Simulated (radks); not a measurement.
Fractional charge and spin in the 5s shell of promethium: the spin-up occupation runs from 0 to 1 and the spin-down occupation from 0 to 1; the fullest corner is Pm3+, [Kr] 4d10 4f(up 2, down 2) 5p6 5s(up 1, down 1). Calculated with a radial shooting solver on a logarithmic mesh with Libxc functionals: scalar-relativistic Kohn-Sham, r2SCAN, spin-polarised, spherical densities, finite nucleus; meta-GGA in the generalised Kohn-Sham scheme; Fermi nuclear charge, rms radius of each element as measured or else 0.836 A^(1/3) + 0.57 fm. Energy (eV) above the fullest corner. The planes named below are the two flat planes that join the four corners, with an edge along up + down = one added electron.

down \ up,0,0.25,0.5,0.75,1
0,169.705,145.240,121.654,98.946,77.115
0.25,145.240,121.770,99.170,77.439,56.576
0.5,121.654,99.170,77.547,56.784,36.879
0.75,98.946,77.439,56.784,36.979,18.021
1,77.115,56.576,36.879,18.021,0.000

Corners above the fullest one (they belong to Pm4+ and the next ion): (up 1, down 0) 77.115 eV, (up 0, down 1) 77.115 eV, (up 0, down 0) 169.71 eV. With half an added electron in each spin the energy lies 0.432 eV from the planes, and with half an added electron in spin up alone -1.757 eV. The planes are only a guide here: the flat-plane condition holds for ground states with one frontier orbital, while this shell lies below other occupied shells, so the corners above the fullest one are inner-hole states and not the ground states of those ions.
